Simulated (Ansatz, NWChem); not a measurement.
**How basis sets differ on GeTe (SMILES [Ge][Te])**

GeTe: 2 atoms, total charge 0, spin state singlet. SMILES: `[Ge][Te]`. The bond length is the measured one.

```xyz
2

Ge    0.0000    0.0000    0.0000
Te    0.0000    0.0000    2.3402
```

Each level gives the HOMO–LUMO gap (eV). The values are calculated.

```json
{"level": "wB97X/def2-SV(P) (core potential)", "kind": "range-separated hybrid", "program": "Ansatz", "value (eV)": "8.31"}
{"level": "wB97X/def2-TZVP (core potential)", "kind": "range-separated hybrid", "program": "NWChem", "value (eV)": "8.30"}
{"level": "wB97X/def2-TZVPP (core potential)", "kind": "range-separated hybrid", "program": "Ansatz", "value (eV)": "8.30"}
{"level": "wB97X/def2-QZVP (core potential)", "kind": "range-separated hybrid", "program": "Ansatz", "value (eV)": "8.24"}
```

The values span 8.24 to 8.31 eV. Orbital gaps aren't excitation energies.
